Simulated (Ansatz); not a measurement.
The cluster Ta2S2⁺, relaxed as a doublet with UKS r2SCAN-D4/def2-SVP in Ansatz, starting from the GFN1-xTB geometry. Force threshold 0.02 eV/Å.

In the def2 sets Ta takes a core potential; there is no spin–orbit coupling. The structure comes from a short search, and lower isomers may exist.

Start:

```xyz
4

Ta    1.364    0.509   -0.504
Ta   -1.154    0.718   -0.727
S    -0.092   -1.448   -0.334
S    -0.118    0.221    1.565
```

Estimate the energy that the relaxation releases and the steps that it takes.

2.81 eV, in 6 steps; 96 s on 4 threads of Arm Neoverse V2 on a shared host. No frequencies were taken in this run, so the end may be a saddle point.

Does the start keep its bonding and symmetry?

By distances, no bond broke or formed. The bond that changes most is Ta2–S4, from 2.56 to 2.35 Å (atoms count from 1). Point group Cs at the start, C2v at the end, both within 0.05 Å.

Predict the relaxed structure.


Cartesian coordinates in Å:
```
Ta 1.223 0.314 -0.281
Ta -1.087 0.508 -0.484
S -0.057 -1.570 -0.861
S -0.079 0.748 1.625
```
Bond lengths (bridged metal pairs left out): 4 × S–Ta 2.35 Å.
